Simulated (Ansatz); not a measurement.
Isolated molecules relaxed with PBE0-D4/def2-TZVP in Ansatz; ΔE leaves out vibrations. CBS: MP2 limit from def2 TZ/QZ plus the TZ coupled-cluster correction, frozen cores. Functionals use def2-TZVPP. B3LYP here is the variant with VWN-RPA as its local correlation; programs differ in this. Elements past krypton have def2 core potentials. For Sn outer-core shells are correlated without core-valence functions, which leaves a few kJ/mol of doubt a bond. Each species was taken in one conformer, which may not be the lowest.

Consider the redistribution: `C[O][SnH]([CH3])[OH]` + `CBC(O)F` → `C[O][SnH]([OH])[OH]` + `CBC(C)F`.

`C[O][SnH]([CH3])[OH]`:

Cartesian coordinates in Å:
```
C 0.114 -0.602 2.234
O 0.365 0.299 1.189
Sn -0.500 0.121 -0.567
C 0.955 -0.064 -2.092
O -1.330 1.871 -0.880
H 0.246 -0.083 3.190
H 0.811 -1.450 2.216
H -0.907 -1.011 2.220
H -1.699 -1.090 -0.376
H 1.325 -1.087 -2.150
H 0.514 0.220 -3.048
H 1.779 0.609 -1.859
H -1.673 2.267 -0.076
```

`CBC(O)F`:

```xyz
11

C    -1.006   -0.922   -0.986
B     0.013    0.191   -0.648
C     0.575    0.398    0.827
O     0.752    1.733    1.100
F     1.822   -0.265    0.795
H    -0.382   -1.804   -1.212
H    -1.661   -1.217   -0.162
H    -1.594   -0.738   -1.887
H     0.509    0.880   -1.491
H     0.020   -0.106    1.629
H     0.951    1.850    2.034
```

`C[O][SnH]([OH])[OH]`:

Z-matrix (Å, degrees):
```
C
O 1 1.410
H 1 1.093 2 108.0
H 1 1.098 2 112.3 3 118.8
H 1 1.097 2 112.3 3 -119.1
Sn 2 1.952 1 120.6 3 175.5
O 6 1.948 2 110.0 1 -42.0
O 6 1.958 2 107.7 1 69.1
H 6 1.690 2 108.0 1 -164.8
H 7 0.961 6 111.5 2 100.1
H 8 0.960 6 113.3 2 29.4
```

`CBC(C)F`:

Z-matrix (Å, degrees):
```
C
B 1 1.548
H 1 1.091 2 114.1
H 1 1.092 2 114.2 3 -128.9
H 1 1.103 2 104.9 3 116.0
C 2 1.566 1 123.3 3 -22.5
H 2 1.202 1 121.1 3 160.0
F 6 1.402 2 112.8 1 3.7
C 6 1.519 2 113.7 1 -120.1
H 6 1.103 2 107.3 1 120.1
H 9 1.092 6 110.3 2 -59.3
H 9 1.092 6 110.3 2 -179.3
H 9 1.093 6 111.0 2 60.8
```

```json
{"level": "PBE-D4", "ΔE (kJ/mol)": "-64.4", "difference from CCSD(T)/CBS": "10.0"}
{"level": "r2SCAN-D4", "ΔE (kJ/mol)": "-71.6", "difference from CCSD(T)/CBS": "2.8"}
{"level": "PBE", "ΔE (kJ/mol)": "-63.2", "difference from CCSD(T)/CBS": "11.2"}
{"level": "PBE0", "ΔE (kJ/mol)": "-65.2", "difference from CCSD(T)/CBS": "9.2"}
{"level": "B3LYP", "ΔE (kJ/mol)": "-67.4", "difference from CCSD(T)/CBS": "7.0"}
{"level": "SCS-MP2/def2-TZVPP", "ΔE (kJ/mol)": "-72.6", "difference from CCSD(T)/CBS": "1.8"}
{"level": "SCS-MP2/def2-QZVPP", "ΔE (kJ/mol)": "-76.4", "difference from CCSD(T)/CBS": "-2.0"}
{"level": "HF/CBS(def2)", "ΔE (kJ/mol)": "-74.2", "difference from CCSD(T)/CBS": "0.2"}
{"level": "MP2/CBS(def2)", "ΔE (kJ/mol)": "-78.1", "difference from CCSD(T)/CBS": "-3.7"}
{"level": "CCSD/CBS(def2)", "ΔE (kJ/mol)": "-74.7", "difference from CCSD(T)/CBS": "-0.3"}
{"level": "CCSD(T)/CBS", "ΔE (kJ/mol)": "-74.4", "difference from CCSD(T)/CBS": "0"}
```

Largest T1 diagnostic among the species: 0.014.
